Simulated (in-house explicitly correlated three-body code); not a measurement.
Computed with an exponentially correlated three-body code. Model: two electrons around a point charge, non-relativistic, variational in 260 exponentially correlated functions (energies converged to about 1e-7 hartree, or 1e-8 relative for large Z).

Command:
```bash
python run_hyl.py task.json out
```
Settings (lengths in bohr, energies in hartree):
```
Z                      10
nuclear_mass           500
interaction_strength   1
functions              260
states_tried           13
```

Run time, properties included: 29 s on 1 thread of Intel(R) Xeon(R) Platinum 8488C (Sapphire Rapids) (shared host).

**Those bound S and P states to n = 4 that converged, binding against the one-electron ion.**

Given: nuclear charge 10; mass of the centre 500 electron masses.

Computed: one-electron threshold -49.9001996 hartree.

```tsv
term	energy (hartree)	binding (eV)
1 1S	-93.7170163	1192.3
2 3S	-60.5473775	289.72
2 3P	-60.2098924	280.54
2 1S	-60.1748175	279.59
2 1P	-59.9235524	272.75
3 3S	-54.54178	126.3
3 3P	?	?
3 1S	-54.4433126	123.62
3 1P	?	?
4 3S	-52.4884904	70.431
4 3P	-52.4503297	69.393
4 1S	-52.4486019	69.346
4 1P	-52.4183825	68.523
```

**Question.** What belongs in the row 3 3P?

**Answer.** energy (hartree): -54.4489237; binding (eV): 123.78.

**Question.** What belongs in the row 3 1P?

**Answer.** energy (hartree): -54.3709263; binding (eV): 121.65.

**Converged states only, values per electron or pair.**

```
term  mean r (bohr)  mean r squared (bohr²)  mean inverse r (1/bohr)  mean r12 (bohr)  mean inverse r12 (1/bohr)  mean cosine  mean p1 dot p2 (bohr⁻²)  delta r1 (bohr⁻³)  delta r12 (bohr⁻³)
1 1S        0.15618                0.032688                   9.6681          0.22986                     5.9276    -0.012492                   1.1392             295.84              32.461
2 3S        0.39355                 0.25128                   6.1437          0.66187                     1.7795   -0.0040706                 0.081251             174.74                   -
2 3P              ?                       ?                        ?                ?                          ?            ?                        ?                  ?                   -
2 1S         0.4037                 0.26691                   6.1219          0.67469                      2.088    -0.006779                 0.065511             173.83              5.7062
2 1P        0.35592                  0.2042                   6.1066          0.57416                     2.2849     0.053321                   6.1018             158.49              1.5513
3 3S              ?                       ?                        ?                ?                          ?            ?                        ?                  ?                   -
3 3P        0.76171                  1.1012                   5.4927           1.3859                    0.95673    -0.017287                  -1.4966             157.92                   -
3 1S        0.81792                  1.2687                   5.4919           1.4943                    0.95207   -0.0021041                 0.016375             162.79              1.6607
3 1P        0.77403                  1.1407                   5.4876           1.4056                     1.0096     0.012917                   1.5126             158.24             0.50192
4 3S         1.3797                  3.8437                   5.2743            2.615                    0.50897  -0.00055194                 0.004496             160.19                   -
4 3P         1.3431                  3.6625                   5.2722           2.5427                     0.5441   -0.0067704                 -0.58466             158.09                   -
4 1S         1.3994                  3.9613                    5.272           2.6536                    0.54208     -0.00088                0.0047986             160.13             0.69407
4 1P         1.3594                  3.7571                   5.2701           2.5733                     0.5662    0.0051035                   0.5992             158.21             0.21724
```

**Question.** What belongs in the row 2 3P?

**Answer.** mean r (bohr): 0.34712; mean r squared (bohr²): 0.19278; mean inverse r (1/bohr): 6.1262; mean r12 (bohr): 0.57935; mean inverse r12 (1/bohr): 2.1044; mean cosine: -0.072584; mean p1 dot p2 (bohr⁻²): -6.4234; delta r1 (bohr⁻³): 157.02.

**Question.** What belongs in the row 3 3S?

**Answer.** mean r (bohr): 0.80313; mean r squared (bohr²): 1.2184; mean inverse r (1/bohr): 5.4977; mean r12 (bohr): 1.4665; mean inverse r12 (1/bohr): 0.87016; mean cosine: -0.0013238; mean p1 dot p2 (bohr⁻²): 0.017041; delta r1 (bohr⁻³): 162.98.
